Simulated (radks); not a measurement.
All-electron atom: Br6+ in [Ar] 3d10 4s1.

Calculated with a radial shooting solver on a logarithmic mesh with Libxc functionals: scalar-relativistic Kohn-Sham, PBEsol, spin-polarised, spherical densities, point nucleus; open shells are filled with parallel spins first.

Energy parts (hartree):
total: -2595.06079
kinetic: 2651.29594
electron-nucleus: -6161.96351
Hartree: 1003.44807
exchange-correlation: -87.84129

Orbitals (lengths in bohr, moments of r in powers of bohr; r(max) is where P^2 peaks):
| orbital | occ. | eigenvalue (hartree) | r(max) |
|---|---|---|---|
| 1s up | 1 | -492.4925 | 0.02793 |
| 1s down | 1 | -492.4868 | 0.02793 |
| 2s up | 1 | -66.99936 | 0.1593 |
| 2s down | 1 | -66.99596 | 0.1593 |
| 2p up | 3 | -59.51272 | 0.1274 |
| 2p down | 3 | -59.50908 | 0.1274 |
| 3s up | 1 | -12.03919 | 0.4839 |
| 3s down | 1 | -12.03083 | 0.4839 |
| 3p up | 3 | -9.67080 | 0.4807 |
| 3p down | 3 | -9.66105 | 0.4806 |
| 3d up | 5 | -5.74294 | 0.4291 |
| 3d down | 5 | -5.72943 | 0.4288 |
| 4s up | 1 | -3.56400 | 1.301 |
| 4s down | 0 | -3.47427 | 1.297 |
| 4p up | 0 | -2.95522 | 1.417 |
| 4p down | 0 | -2.86397 | 1.415 |
| 5s up | 0 | -1.68978 | 2.749 |

The highest occupied level is 4s up at -96.981 eV. Summed over all electrons, <r^2> = 9.586 bohr^2, which gives a Langevin (diamagnetic) susceptibility term of -7.59 x 10^-6 cm^3/mol. For comparison, the ionisation energy in NIST's Atomic Spectra Database is 103.0 eV (semi-empirical). In exact Kohn-Sham theory the highest level is minus the ionisation energy, but local and semilocal functionals leave it too shallow, through self-interaction and a potential that decays too fast; potentials with the right tail come closer.
